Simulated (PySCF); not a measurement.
Input of a run (PBE0-D3(BJ)/def2-SVP geometry optimisation, gas phase (PySCF 2.14.0)), started from GFN2-xTB:
```
{"job": {"xc": "PBE0", "basis": "def2-SVP", "d3": "d3bj", "grid": 1, "kind": "geom"}, "charge": 0, "multiplicity": 1}
F      2.560475     0.056251    -1.278664
C      1.995175    -0.554727    -0.224260
F      2.117670    -1.874883    -0.440962
F      2.767540    -0.269821     0.840983
C      0.593687    -0.135723     0.000419
C     -0.322386    -0.258144     1.190469
C     -1.431334    -0.867962     0.347988
C     -0.727737    -0.189148    -0.832762
F     -0.839188    -0.697974    -2.077810
C     -0.929738     1.310508    -0.587243
C     -0.008137     1.106547     0.604607
H     -0.050843    -0.533606     2.193953
H     -1.360707    -1.951789     0.301961
H     -2.456520    -0.561690     0.548340
H     -0.469320     1.920394    -1.360463
H     -1.949029     1.642236    -0.397631
H      0.503395     1.871560     1.161167
```

Output (energies in Eh, forces in Eh/bohr):
```
step   0  E = -668.48251563  max force = 0.013533
step   1  E = -668.48281803  max force = 0.011994
step   2  E = -668.48353050  max force = 0.006079
step   3  E = -668.48385073  max force = 0.005655
step   4  E = -668.48405199  max force = 0.003092
step   5  E = -668.48413696  max force = 0.002813
step   6  E = -668.48420133  max force = 0.001283
step   7  E = -668.48422216  max force = 0.000722
step   8  E = -668.48422947  max force = 0.000646
step   9  E = -668.48423343  max force = 0.000432
optimisation converged
```

Q: Summarise the run.

A: The energy falls by 1.1 kcal/mol over 10 energy and gradient evaluations, the largest force component goes from 0.0135 to 4.3e-04 Eh/bohr, and the atoms move by 0.038 Å rms after alignment. Among the bonds, C6–H12 and C11–H17 change most and about equally (+0.015 Å). Bonds longer at the end by more than 0.005 Å: 8 of 19; shorter: 6. The energy never rose by more than 1e-6 Eh on the way. The first step brought 18 % of the lowering.

Q: What are the final bond lengths?

A: F1–C2 1.337 Å, C2–F3 1.338 Å, C2–F4 1.340 Å, C2–C5 1.477 Å, C5–C6 1.498 Å, C6–C7 1.523 Å, C7–C8 1.532 Å, C8–F9 1.341 Å, C8–C10 1.532 Å, C10–C11 1.523 Å, C5–C8 1.575 Å, C5–C11 1.498 Å, C6–C11 1.526 Å, C6–H12 1.091 Å, C7–H13 1.099 Å, C7–H14 1.102 Å, C10–H15 1.099 Å, C10–H16 1.102 Å, C11–H17 1.091 Å. Numbering counts from 1 in the input's order; the species is `FC(F)(F)[C@]12[C@@H]3C[C@@]1(F)C[C@@H]32`.

The run used 184 basis functions and 61 SCF cycles in all.

PBE0-D3(BJ)/def2-SVP frequencies: not computed here.

Conformer computed: `[F:1][C:2]([F:3])([F:4])[C@:5]12[C@@H:6]3[CH2:7][C@@:8]1([F:9])[CH2:10][C@H:11]23`: F1–C2–C5–C6 -163°.
